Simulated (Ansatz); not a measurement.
Cs8F8⁻ (relaxed from a model of 2x2x4 CsF rock-salt block, whose bonding it doesn't keep). Charge -1, multiplicity 2. Geometry r2SCAN-D4/def2-SVP, that of the neutral singlet.

Cartesian coordinates in Å:
```
Cs 4.619 0.132 1.204
F 1.857 -0.324 1.466
Cs -0.874 -0.967 2.225
F -3.662 -1.362 2.317
F 4.262 -0.843 -1.325
Cs 1.613 -1.744 -1.004
F -1.221 -2.010 -0.415
Cs -3.907 -2.744 -0.028
F 3.842 2.422 -0.071
Cs 1.096 2.272 0.537
F -1.666 1.448 0.913
Cs -4.405 1.125 1.460
Cs 3.693 1.487 -2.636
F 1.030 0.886 -1.964
Cs -1.835 0.439 -1.758
F -4.443 -0.217 -0.921
```

In the def2 sets Cs takes a core potential; there is no spin–orbit coupling. At PBE-D4/def2-SVP, r2SCANh-D4/def2-SVP, PBE0-D4/def2-SVP the highest occupied level of the charge -1 doublet lies above zero (up to 0.66 eV). Energy differences disagree on whether the electron is bound (positive means bound): -0.07 eV (vertical, against the charge 0 singlet, at PBE0-D4/def2-SVP), but 0.09 eV at PBE-D4/def2-SVP. At PBE-D4/def2-SVP the gap within one spin of the charge -1 doublet nearly closes, so an electron or hole may be smeared out by delocalisation error.

Task: Estimate the α-spin orbital energies around the gap (eV) in Ansatz with PBE-D4/def2-SVP, r2SCANh-D4/def2-SVP, PBE0-D4/def2-SVP.

Result: 
```
orbital  PBE-D4/def2-SVP  r2SCANh-D4/def2-SVP  PBE0-D4/def2-SVP
 HOMO−5            -2.96                -3.98             -4.74
 HOMO−4            -2.90                -3.91             -4.68
 HOMO−3            -2.88                -3.88             -4.64
 HOMO−2            -2.86                -3.88             -4.64
 HOMO−1            -2.86                -3.88             -4.63
   HOMO             0.65                 0.66              0.57
   LUMO             0.72                 0.84              0.90
 LUMO+1             0.82                 0.94              1.02
 LUMO+2             0.82                 0.94              1.02
 LUMO+3             1.18                 1.34              1.40
 LUMO+4             1.25                 1.37              1.44
 LUMO+5             1.25                 1.37              1.44
 β HOMO            -2.86                -3.87             -4.63
 β LUMO             0.89                 1.00              1.18
```
